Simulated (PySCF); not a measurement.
These 3 structures share the formula C8H7FO2. Computed with PySCF 2.14.0, PBE0-D3(BJ)/def2-SVP geometry optimisation, gas phase. Energies are electronic, without zero-point or thermal terms, for one conformer each. No frequencies were run at this level. Point groups hold within 0.08 Å.

Question: Rank from lowest to highest electronic energy at this level (kcal/mol).
A. `[O:1]=[C:2]([OH:3])[CH2:4][c:5]1[cH:6][cH:7][c:8]([F:9])[cH:10][cH:11]1` with O1–C2–O3–H 0°, O1–C2–C4–C5 -5°, C2–C4–C5–C6 -90°
B. `[O:1]=[C:2]([OH:3])[CH2:4][c:5]1[cH:6][cH:7][cH:8][c:9]([F:10])[cH:11]1` with O1–C2–O3–H 1°, O1–C2–C4–C5 -80°, C2–C4–C5–C6 -124°
C. `[CH3:1][O:2][C:3](=[O:4])[c:5]1[cH:6][cH:7][c:8]([F:9])[cH:10][cH:11]1` with C1–O2–C3–O4 0°, O2–C3–C5–C6 -179°

Answer: B (0.0), A (0.6), C (6.5).

As drawn, the lowest has an O–H bond, which the highest lacks. Neighbours under 2.5 kcal/mol apart (O=C(O)Cc1cccc(F)c1 and O=C(O)Cc1ccc(F)cc1) can change places with a better method, another conformer or zero-point energy.

```json
{"SMILES": "O=C(O)Cc1cccc(F)c1", "E (Eh)": "-558.36833", "E rel (kcal/mol)": "0.0", "dipole (D)": "2.65", "point group": "C1", "A, B, C (MHz)": "1991, 702.8, 563.7"}
{"SMILES": "O=C(O)Cc1ccc(F)cc1", "E (Eh)": "-558.36740", "E rel (kcal/mol)": "0.6", "dipole (D)": "2.59", "point group": "near Cs", "A, B, C (MHz)": "3309, 526.4, 511.2"}
{"SMILES": "COC(=O)c1ccc(F)cc1", "E (Eh)": "-558.35792", "E rel (kcal/mol)": "6.5", "dipole (D)": "1.78", "point group": "near Cs", "A, B, C (MHz)": "3481, 568.3, 490.1"}
```

Question: As an exercise, what shares would exp(−E/RT) give at 500 K from these electronic energies alone (no entropy, no degeneracies)?

Answer: RT = 0.994 kcal/mol: O=C(O)Cc1cccc(F)c1 64.2 %, O=C(O)Cc1ccc(F)cc1 35.7 %, COC(=O)c1ccc(F)cc1 0.1 %.
